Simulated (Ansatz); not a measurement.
Wavefunction ladder for CH7BSeSi (`C[Se]B[SiH3]`)

Z-matrix (Å, degrees):
```
C
Se 1 1.952
H 1 1.089 2 108.7
H 1 1.089 2 108.7 3 -119.4
H 1 1.087 2 108.7 3 120.3
B 2 1.882 1 103.7 3 -119.4
Si 6 2.005 2 118.4 1 180.0
H 6 1.195 2 118.5 1 -0.1
H 7 1.489 6 112.8 2 -0.1
H 7 1.491 6 110.2 2 -121.0
H 7 1.491 6 110.1 2 120.7
```

Charge 0, multiplicity 1. Correlated methods include outer-core shells of Se, which these sets cover unevenly. Scalar relativity is left out up to krypton. The geometry is a stationary point of PBE0-D4/def2-TZVP. It is one conformer, not always the lowest. Frozen core, restricted reference, Ansatz.

```json
{"basis": "def2-SVP", "HF (Eh)": "-2754.96589", "MP2 corr.": "-0.57139", "CCSD corr.": "-0.62493", "(T)": "?", "CCSD(T) total": "?"}
{"basis": "def2-TZVPP", "HF (Eh)": "?", "MP2 corr.": "-0.68502", "CCSD corr.": "?", "(T)": "?", "CCSD(T) total": "?"}
{"basis": "def2-QZVPP", "HF (Eh)": "-2755.49760", "MP2 corr.": "-1.01450", "CCSD corr.": "–", "(T)": "–", "CCSD(T) total": "–"}
```

Q: Fill in the withheld values. (Estimate.)

A: Computed: def2-SVP (T): -0.01903; def2-SVP CCSD(T) total: -2755.60985; def2-TZVPP HF (Eh): -2755.43847; def2-TZVPP CCSD corr.: -0.73590; def2-TZVPP (T): -0.02915; def2-TZVPP CCSD(T) total: -2756.20352.
